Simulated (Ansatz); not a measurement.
`F[SiH](Cl)[O][GeH3]` → `[F][GeH]([Cl])[O][SiH3]`  (isomerisation)

Computed with Ansatz on PBE0-D4/def2-TZVP structures; ΔE is electronic, products minus reactants. CCSD(T)/CBS is the MP2 limit (def2-TZVPP, def2-QZVPP) plus CCSD(T) − MP2 in def2-TZVPP, frozen cores. For Ge outer-core shells are correlated without core-valence functions, which leaves a few kJ/mol of doubt a bond. Scalar relativity is left out up to krypton. One conformer a species, not always the lowest.

| species | HF/def2-TZVPP energy (Eh) |
| --- | --- |
| `F[SiH](Cl)[O][GeH3]` | -3000.74262 |
| `[F][GeH]([Cl])[O][SiH3]` | -3000.70041 |

(1) Work out ΔE.

Largest T1 diagnostic among the species: 0.012.

## Answers

(1) ΔE = (-3000.70041) − (-3000.74262) = 0.04221 Eh = +1.15 eV. CCSD(T)/CBS gives +1.25 eV.

From BLYP to BHLYP (50 % exact exchange), in def2-TZVPP and without D4, ΔE moves by +0.08 eV. At CCSD(T), def2-SVP lies −0.30 eV from the extrapolated value and def2-TZVPP −0.07 eV. In def2-TZVPP, CCSD(T) changes the Hartree–Fock value by +0.03 eV (the triples alone add −0.01 eV) and MP2 by +0.05 eV.
